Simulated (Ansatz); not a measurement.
Ansatz (a first-principles code) input for C5H6BN, SMILES B1(C(=CC1)C#C)N, PBE-D3(BJ)/def2-SVP. 

Ansatz 0.2 input:
```yaml
crystal:
  periodic: [false, false, false]
  atoms:
    - {symbol: C, position_ang: [0.34049256, -2.94676476, 0.00000000]}
    - {symbol: C, position_ang: [0.02327728, -1.77245845, 0.00000000]}
    - {symbol: C, position_ang: [-0.29035066, -0.39212682, -0.00000000]}
    - {symbol: C, position_ang: [-1.48231640, 0.27226837, -0.00000000]}
    - {symbol: C, position_ang: [-1.01195366, 1.72303821, -0.00000000]}
    - {symbol: B, position_ang: [0.43456465, 1.00491165, -0.00000000]}
    - {symbol: N, position_ang: [1.75594702, 1.42728145, -0.00000000]}
    - {symbol: H, position_ang: [0.60816158, -3.98599995, 0.00000000]}
    - {symbol: H, position_ang: [-2.50569015, -0.12808234, -0.00000000]}
    - {symbol: H, position_ang: [-1.30261422, 2.30563013, 0.89271177]}
    - {symbol: H, position_ang: [-1.30261422, 2.30563013, -0.89271176]}
    - {symbol: H, position_ang: [2.53631253, 0.78016880, 0.00000000]}
    - {symbol: H, position_ang: [2.02709740, 2.40338549, -0.00000000]}
basis:
  gaussian:
    orbitals: def2-SVP
hamiltonian:
  xc: pbe
  dispersion: d3bj
relax: {f_tol: 0.002, max_steps: 200}
```

It prints:

```
WARN ansatz: RAYON_NUM_THREADS=1 ignored (pool sized by the plan → 1); use --threads N
Functional definition: PBE
integrals: 0.07 GiB planned
1464 factors; their error is unknown
mean field: 0.41 GiB planned
mean field evaluation 1: about -7416.7039 eV, gradient 7.9e1 eV
mean field evaluation 2: about -7398.7360 eV, gradient 1.1e2 eV
mean field evaluation 4: about -7431.8191 eV, gradient 1.3e1 eV
mean field evaluation 8: about -7432.2017 eV, gradient 2.7e-1 eV
mean field evaluation 16: about -7432.1351 eV, gradient 2.5e-3 eV
mean field -7432.13505859 eV, -273.1259257211 hartree, gradient 3.7e-5 eV, S^2 0.000000; 0 other end points of the search recorded, 0 dependent functions left out
the calculation of the forces begins
reference -7432.13509690 eV, -273.1259271289 hartree; 24, 24 occupied and 104, 104 virtual orbitals, 1464 factors
relax step   1: F+E_penalty+E_count = -7432.41868732 eV  Δ(F+E_penalty+E_count) = +0.000e0 eV  max|allowed force component| = 1.205e0 eV/Å  Δτ_max = 0.0000 Å  (34 SCF iters, accepted)
these checks for a lower state are left out or cut short: starts, cluster_reference, orbital_swaps, neighbouring_geometries, increment
integrals: 0.07 GiB planned
1464 factors; their error is unknown
mean field: 0.41 GiB planned
mean field -7432.15412261 eV, -273.1266263108 hartree, gradient 1.9e-5 eV, S^2 0.000000; 0 other end points of the search recorded, 0 dependent functions left out
the calculation of the forces begins
reference -7432.15416110 eV, -273.1266277254 hartree; 24, 24 occupied and 104, 104 virtual orbitals, 1464 factors
relax step   2: F+E_penalty+E_count = -7432.43688993 eV  Δ(F+E_penalty+E_count) = -1.820e-2 eV  max|allowed force component| = 2.471e-1 eV/Å  Δτ_max = 0.0212 Å  (37 SCF iters, accepted)
these checks for a lower state are left out or cut short: starts, cluster_reference, orbital_swaps, neighbouring_geometries, increment
integrals: 0.07 GiB planned
1464 factors; their error is unknown
mean field: 0.41 GiB planned
mean field evaluation 32: about -7432.2224 eV, gradient 4.5e-4 eV
mean field -7432.15546870 eV, -273.1266757788 hartree, gradient 1.9e-5 eV, S^2 0.000000; 0 other end points of the search recorded, 0 dependent functions left out
the calculation of the forces begins
reference -7432.15550723 eV, -273.1266771948 hartree; 24, 24 occupied and 104, 104 virtual orbitals, 1464 factors
relax step   3: F+E_penalty+E_count = -7432.43805291 eV  Δ(F+E_penalty+E_count) = -1.163e-3 eV  max|allowed force component| = 6.193e-2 eV/Å  Δτ_max = 0.0049 Å  (37 SCF iters, accepted)
these checks for a lower state are left out or cut short: starts, cluster_reference, orbital_swaps, neighbouring_geometries, increment
integrals: 0.07 GiB planned
1464 factors; their error is unknown
mean field: 0.41 GiB planned
mean field -7432.15552396 eV, -273.1266778095 hartree, gradient 7.4e-6 eV, S^2 0.000000; 0 other end points of the search recorded, 0 dependent functions left out
the calculation of the forces begins
reference -7432.15556248 eV, -273.1266792252 hartree; 24, 24 occupied and 104, 104 virtual orbitals, 1464 factors
relax step   4: F+E_penalty+E_count = -7432.43810887 eV  Δ(F+E_penalty+E_count) = -5.596e-5 eV  max|allowed force component| = 1.306e-2 eV/Å  Δτ_max = 0.0019 Å  (26 SCF iters, accepted)
these checks for a lower state are left out or cut short: starts, cluster_reference, orbital_swaps, neighbouring_geometries, increment
integrals: 0.07 GiB planned
1464 factors; their error is unknown
mean field: 0.41 GiB planned
mean field -7432.15553024 eV, -273.1266780405 hartree, gradient 6.0e-6 eV, S^2 0.000000; 0 other end points of the search recorded, 0 dependent functions left out
the calculation of the forces begins
reference -7432.15556876 eV, -273.1266794561 hartree; 24, 24 occupied and 104, 104 virtual orbitals, 1464 factors
relax step   5: F+E_penalty+E_count = -7432.43812501 eV  Δ(F+E_penalty+E_count) = -1.614e-5 eV  max|allowed force component| = 6.811e-3 eV/Å  Δτ_max = 0.0023 Å  (26 SCF iters, accepted)
these checks for a lower state are left out or cut short: starts, cluster_reference, orbital_swaps, neighbouring_geometries, increment
integrals: 0.07 GiB planned
1464 factors; their error is unknown
mean field: 0.41 GiB planned
mean field -7432.15553455 eV, -273.1266781989 hartree, gradient 1.8e-5 eV, S^2 0.000000; 0 other end points of the search recorded, 0 dependent functions left out
the calculation of the forces begins
reference -7432.15557307 eV, -273.1266796144 hartree; 24, 24 occupied and 104, 104 virtual orbitals, 1464 factors
relax step   6: F+E_penalty+E_count = -7432.43813250 eV  Δ(F+E_penalty+E_count) = -7.495e-6 eV  max|allowed force component| = 3.120e-3 eV/Å  Δτ_max = 0.0012 Å  (24 SCF iters, accepted)
these checks for a lower state are left out or cut short: starts, cluster_reference, orbital_swaps, neighbouring_geometries, increment
integrals: 0.07 GiB planned
1464 factors; their error is unknown
mean field: 0.41 GiB planned
mean field evaluation 64: about -7432.1555 eV, gradient 1.2e-5 eV
mean field -7432.15551897 eV, -273.1266776262 hartree, gradient 1.2e-5 eV, S^2 0.000000; 0 other end points of the search recorded, 0 dependent functions left out
the calculation of the forces begins
reference -7432.15555748 eV, -273.1266790415 hartree; 24, 24 occupied and 104, 104 virtual orbitals, 1464 factors
relax step   7: F+E_penalty+E_count = -7432.43813689 eV  Δ(F+E_penalty+E_count) = -4.384e-6 eV  max|allowed force component| = 2.829e-3 eV/Å  Δτ_max = 0.0026 Å  (25 SCF iters, accepted)
these checks for a lower state are left out or cut short: starts, cluster_reference, orbital_swaps, neighbouring_geometries, increment
integrals: 0.07 GiB planned
1464 factors; their error is unknown
mean field: 0.41 GiB planned
mean field -7432.15552176 eV, -273.1266777286 hartree, gradient 6.8e-6 eV, S^2 0.000000; 0 other end points of the search recorded, 0 dependent functions left out
the calculation of the forces begins
reference -7432.15556027 eV, -273.1266791438 hartree; 24, 24 occupied and 104, 104 virtual orbitals, 1464 factors
relax step   8: F+E_penalty+E_count = -7432.43813734 eV  Δ(F+E_penalty+E_count) = -4.558e-7 eV  max|allowed force component| = 2.511e-3 eV/Å  Δτ_max = 0.0013 Å  (24 SCF iters, accepted)
these checks for a lower state are left out or cut short: starts, cluster_reference, orbital_swaps, neighbouring_geometries, increment
integrals: 0.07 GiB planned
1464 factors; their error is unknown
mean field: 0.41 GiB planned
mean field -7432.15552118 eV, -273.1266777076 hartree, gradient 4.2e-5 eV, S^2 0.000000; 0 other end points of the search recorded, 0 dependent functions left out
the calculation of the forces begins
reference -7432.15555970 eV, -273.1266791228 hartree; 24, 24 occupied and 104, 104 virtual orbitals, 1464 factors
relax step   9: F+E_penalty+E_count = -7432.43813787 eV  Δ(F+E_penalty+E_count) = -5.309e-7 eV  max|allowed force component| = 2.742e-4 eV/Å  Δτ_max = 0.0002 Å  (21 SCF iters, accepted)
integrals: 0.07 GiB planned
1464 factors; their error is unknown
mean field: 0.41 GiB planned
mean field evaluation 96: about -7432.1555 eV, gradient 3.8e-5 eV
mean field -7432.15552118 eV, -273.1266777076 hartree, gradient 4.2e-5 eV, S^2 0.000000; 1 other end points of the search recorded, 0 dependent functions left out
the calculation of the forces begins
reference -7432.15555970 eV, -273.1266791228 hartree; 24, 24 occupied and 104, 104 virtual orbitals, 1464 factors
Total energy: -7432.43817639 eV, -273.1370650947 hartree
Atom 0 at     0.352387    -2.959420     0.000003 Å, force    -0.000179     0.000188     0.000001 eV/Å
Atom 1 at     0.022736    -1.775595     0.000003 Å, force     0.000065     0.000006    -0.000007 eV/Å
Atom 2 at    -0.292314    -0.399126     0.000002 Å, force     0.000265     0.000174    -0.000024 eV/Å
Atom 3 at    -1.489131     0.280887    -0.000006 Å, force    -0.000274     0.000115     0.000047 eV/Å
Atom 4 at    -1.015645     1.729538     0.000004 Å, force     0.000066    -0.000023    -0.000049 eV/Å
Atom 5 at     0.429345     1.005084    -0.000001 Å, force     0.000039     0.000106     0.000047 eV/Å
Atom 6 at     1.758182     1.424805    -0.000003 Å, force    -0.000055    -0.000082    -0.000006 eV/Å
Atom 7 at     0.626336    -4.004568     0.000003 Å, force     0.000098    -0.000095     0.000001 eV/Å
Atom 8 at    -2.522637    -0.118417    -0.000010 Å, force    -0.000079     0.000033    -0.000008 eV/Å
Atom 9 at    -1.307974     2.318528     0.897610 Å, force     0.000025    -0.000192     0.000199 eV/Å
Atom 10 at    -1.307971     2.318536    -0.897598 Å, force     0.000015    -0.000172    -0.000198 eV/Å
Atom 11 at     2.541455     0.770167    -0.000003 Å, force     0.000063    -0.000076    -0.000003 eV/Å
Atom 12 at     2.035545     2.406462    -0.000003 Å, force    -0.000048     0.000020    -0.000000 eV/Å
Dipole moment:     0.338730     0.293063    -0.000001 e Å
```

The calculation finished and met its thresholds.

Cost: about 23 core-seconds (a rough figure).
